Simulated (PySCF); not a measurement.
Isomers of C13H12, mass 168.094 u with the commonest isotopes. Method used: PySCF, PBE0-D3(BJ)/def2-SVP geometry optimisation, gas phase. One conformer each, none proved a minimum here; rigid rotors.

Problem. Order these by rotational constant A, smallest first.
A. `[CH2:1]=[C:2]([CH3:3])[c:4]1[cH:5][cH:6][c:7]2[cH:8][cH:9][cH:10][cH:11][c:12]2[cH:13]1` with C1–C2–C4–C5 146°
B. `[CH:1]1=[CH:2][CH2:3][CH:4]=[CH:5][C:6]([c:7]2[cH:8][cH:9][cH:10][cH:11][cH:12]2)=[CH:13]1` with C5–C6–C7–C8 -38°, C1–C2–C3–C4 -67°, C2–C3–C4–C5 69°, C4–C5–C6–C7 153°, C2–C1–C13–C6 33°
C. `C#C[C@@]1(C)C[C@@]12C=CC=C2C#CC`
D. `[cH:1]1[cH:2][cH:3][c:4]([CH2:5][c:6]2[cH:7][cH:8][cH:9][cH:10][cH:11]2)[cH:12][cH:13]1` with C3–C4–C5–C6 129°, C4–C5–C6–C7 -52°

Solution. C (1248 MHz), D (2096 MHz), A (2142 MHz), B (2212 MHz).

Problem. Order these by radius of gyration √(Σ m r²/M), smallest first.
A. `[CH:1]1=[CH:2][CH2:3][CH:4]=[CH:5][C:6]([c:7]2[cH:8][cH:9][cH:10][cH:11][cH:12]2)=[CH:13]1` with C5–C6–C7–C8 -38°, C1–C2–C3–C4 -67°, C2–C3–C4–C5 69°, C4–C5–C6–C7 153°, C2–C1–C13–C6 33°
B. `[cH:1]1[cH:2][cH:3][c:4]([CH2:5][c:6]2[cH:7][cH:8][cH:9][cH:10][cH:11]2)[cH:12][cH:13]1` with C3–C4–C5–C6 129°, C4–C5–C6–C7 -52°
C. `C#C[C@@]1(C)C[C@@]12C=CC=C2C#CC`

Solution. C (2.666 Å), A (2.771 Å), B (2.814 Å).

Problem. Order these by dipole moment, smallest first.
A. `C#C[C@@]1(C)C[C@@]12C=CC=C2C#CC`
B. `[CH:1]1=[CH:2][CH2:3][CH:4]=[CH:5][C:6]([c:7]2[cH:8][cH:9][cH:10][cH:11][cH:12]2)=[CH:13]1` with C5–C6–C7–C8 -38°, C1–C2–C3–C4 -67°, C2–C3–C4–C5 69°, C4–C5–C6–C7 153°, C2–C1–C13–C6 33°
C. `[cH:1]1[cH:2][cH:3][c:4]([CH2:5][c:6]2[cH:7][cH:8][cH:9][cH:10][cH:11]2)[cH:12][cH:13]1` with C3–C4–C5–C6 129°, C4–C5–C6–C7 -52° (diphenylmethane)

Solution. C (0.11 D), B (0.39 D), A (1.28 D).

| SMILES | point group | Ia (u·Å²) | Ib (u·Å²) | Ic (u·Å²) | κ | μa (D) | μb (D) | μc (D) |
| --- | --- | --- | --- | --- | --- | --- | --- | --- |
| C1=CCC=CC(c2ccccc2)=C1 | C1 | 228.51 | 1089.04 | 1264.38 | -0.93 | 0.35 | 0.15 | 0.05 |
| c1ccc(Cc2ccccc2)cc1 | C2 | 241.13 | 1197.71 | 1223.57 | -0.99 | 0.00 | 0.11 | 0.00 |
| C#C[C@@]1(C)C[C@@]12C=CC=C2C#CC | C1 | 405.02 | 844.63 | 1139.52 | -0.61 | 0.78 | 0.93 | 0.40 |
| C=C(C)c1ccc2ccccc2c1 | C1 | 235.89 | 1045.44 | 1251.73 | -0.91 | 0.14 | 0.32 | 0.16 |
